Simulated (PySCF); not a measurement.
Compound: [MnO4]2- (charge -2 and doublet state).
Bonds: Mn1–O2, Mn1–O3, Mn1–O4, Mn1–O5.

Computed with PBE0-D3(BJ)/def2-SVP geometry optimisation, gas phase in PySCF.

Problem. List the bond lengths and angles at this level.

Solution. 
```csv
bond,length (Å)
Mn1–O2 and 3 like bonds,1.629
```

Bonds in one row agree within 0.01 Å and their mean is given. A selection of angles:
```csv
angle,degrees
O2–Mn1–O3,108.8
O2–Mn1–O4,110.8
```

All 4 Mn–O bonds measure 1.628 to 1.629 Å. Mn1 (manganese bonded to 4 O) is tetrahedral (angles from 108.8° to 110.8°).

PBE0-D3(BJ)/def2-SVP frequencies: not computed here. ⟨S²⟩ = 0.773 (exact for a doublet: 0.75). Whether so highly charged an anion holds all its electrons in the gas phase wasn't checked; a finite basis holds them in any case. No counter-ion or solvent screens the charge of this multiply charged ion.

Caution for open-shell metal species: one SCF solution and one stationary point were followed, and a lower state or a bent or distorted shape isn't ruled out.
